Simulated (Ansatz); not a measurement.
`OB(S)S`. Charge 0, multiplicity 1. All single points use the PBE0-D4/def2-TZVP geometry. It is one conformer, not always the lowest.

```xyz
7

O     0.647    1.047   -0.861
B     0.273    0.117    0.051
S     1.477   -0.226    1.364
S    -1.308   -0.786    0.048
H     0.004    1.222   -1.550
H     0.742   -1.149    2.002
H    -1.835   -0.226   -1.054
```

(1) What is the dipole moment at B3LYP/def2-TZVPP? (Best estimate.)

(2) And with PBE, r2SCAN, ωB97M-V? (Estimate.)

(3) Give the Mulliken charges with B3LYP, r2SCAN, ωB97M-V in def2-TZVPP. (Estimate.)

## Answers

(1) Computed: 2.20 D, with components (-1.66, 0.17, -1.43) D in this frame, pointing from negative to positive charge.

(2) The calculation gave: PBE 2.15 D, r2SCAN 2.23 D, ωB97M-V 2.24 D.

(3) Computed: 
```json
{"atom": "O1", "B3LYP": "-0.26", "r2SCAN": "-0.30", "ωB97M-V": "-0.25"}
{"atom": "B2", "B3LYP": "0.27", "r2SCAN": "0.27", "ωB97M-V": "0.21"}
{"atom": "S3", "B3LYP": "-0.19", "r2SCAN": "-0.17", "ωB97M-V": "-0.16"}
{"atom": "S4", "B3LYP": "-0.19", "r2SCAN": "-0.17", "ωB97M-V": "-0.17"}
{"atom": "H5", "B3LYP": "0.19", "r2SCAN": "0.21", "ωB97M-V": "0.18"}
{"atom": "H6", "B3LYP": "0.10", "r2SCAN": "0.10", "ωB97M-V": "0.10"}
{"atom": "H7", "B3LYP": "0.08", "r2SCAN": "0.07", "ωB97M-V": "0.09"}
```

B3LYP here is the variant with VWN-RPA as its local correlation; programs differ in this.
